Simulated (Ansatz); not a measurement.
A nudged elastic band was laid between two geometries of F2GeH2 + HO (7 atoms, charge 0, multiplicity 2).

Level of theory: Ansatz, UKS revPBE-D4/def2-SVP.

```
movable images  : 9
climbing image  : yes
spring          : 5.0 eV/Å²
optimiser       : quadratic models (default)
start path      : straight line
force threshold : 0.03 eV/Å
iteration limit : 60
end points      : relaxed
```

First end point:

```xyz
7
Properties=species:S:1:pos:R:3
Ge -0.053 -0.422 0.270
F -0.801 -1.702 1.203
H 1.463 -0.359 0.539
F -0.817 1.077 0.842
H -0.540 -0.587 -1.189
O 0.437 0.381 3.193
H -0.263 0.917 2.736
```

Last end point:

```xyz
7
Properties=species:S:1:pos:R:3
Ge -0.144 0.557 0.839
F -1.149 -0.256 2.066
H 1.268 0.793 1.412
F -0.905 2.145 0.764
H -0.392 -0.097 -0.535
O 0.755 -1.933 1.204
H -0.008 -1.904 1.844
```

Question: What changes between the two ends?

Answer: No bond is made or broken.

Question: What energy profile does the band end with?

Answer: The forces met the threshold. The highest image is number 6 of 0 to 10, 1.3 kcal/mol above the first end and 3.4 kcal/mol above the last; the last end lies 2.1 kcal/mol below the first. Beside the main top the profile has a ripple of under 15 meV (maxima at images 1, 6), which may be a very shallow well or noise. Another band between the same ends (9 images) ends at a top of the same energy, where a vibrational analysis finds 1 clearly imaginary mode.

| image | path coordinate (Å) | energy (kcal/mol) |
| --- | --- | --- |
| 0 | 0.00 | 0.0 |
| 1 | 0.58 | 0.3 |
| 2 | 1.15 | 0.3 |
| 3 | 1.73 | 0.0 |
| 4 | 2.30 | 0.4 |
| 5 | 2.88 | 1.1 |
| 6 | 3.46 | 1.3 |
| 7 | 3.97 | 1.0 |
| 8 | 4.48 | 0.1 |
| 9 | 4.99 | -1.3 |
| 10 | 5.51 | -2.1 |

Question: What is the geometry of the highest image?

Answer: 
```xyz
7
Properties=species:S:1:pos:R:3:forces:R:3
Ge -0.227 0.385 0.303 0.00 0.00 0.00
F -1.172 -0.649 1.395 0.00 0.00 0.00
H 1.226 0.425 0.807 0.00 0.00 0.00
F -0.936 1.975 0.524 0.00 0.00 0.00
H -0.551 -0.092 -1.130 0.00 0.00 0.00
O 1.026 -1.406 2.959 0.00 0.00 0.00
H 0.060 -1.333 2.737 0.00 0.00 0.00
```

Time of the run: 4.7 min on 4 threads of Arm Neoverse V2, with other jobs on the host, peak memory 0.21 GiB.
